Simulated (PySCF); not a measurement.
C₃H₈N, SMILES [CH2]NCC, multiplicity 2.

Geometry: B3LYP-D3(BJ)/def2-SVP. The isomer is the one that the SMILES or the coordinates give; other isomers of the formula were not compared. Other conformers were not sampled.

The numbers are results of PySCF 2.14.0 with TDA-B3LYP/def2-SVPD, not measurements.

Vertical excitations. Isolated molecule, no solvent.

| state | energy (eV) | λ (nm) | f | main pairs |
|---|---|---|---|---|
| root 1 | 3.50 | 355 | 0.006 | α HOMO→LUMO 87 % |
| root 2 | 4.16 | 298 | 0.011 | α HOMO→LUMO+1 85 % |
| root 3 | 4.23 | 293 | 0.009 | α HOMO→LUMO+2 94 % |
| root 4 | 4.94 | 251 | 0.007 | α HOMO→LUMO+3 92 % |
| root 5 | 5.40 | 229 | 0.028 | α HOMO→LUMO+4 83 %, β HOMO→LUMO 11 % |
| root 6 | 5.74 | 216 | 0.063 | α HOMO→LUMO+5 38 %, β HOMO→LUMO 48 % |
| root 7 | 5.77 | 215 | 0.086 | α HOMO→LUMO+5 49 %, α HOMO→LUMO+6 9 %, β HOMO→LUMO 31 % |
| root 8 | 6.07 | 204 | 0.002 | α HOMO→LUMO+6 68 % |
| root 9 | 6.32 | 196 | 0.008 | α HOMO→LUMO+7 84 % |
| root 10 | 6.58 | 189 | 0.017 | α HOMO→LUMO+8 85 % |
Unrestricted roots are not spin-pure.
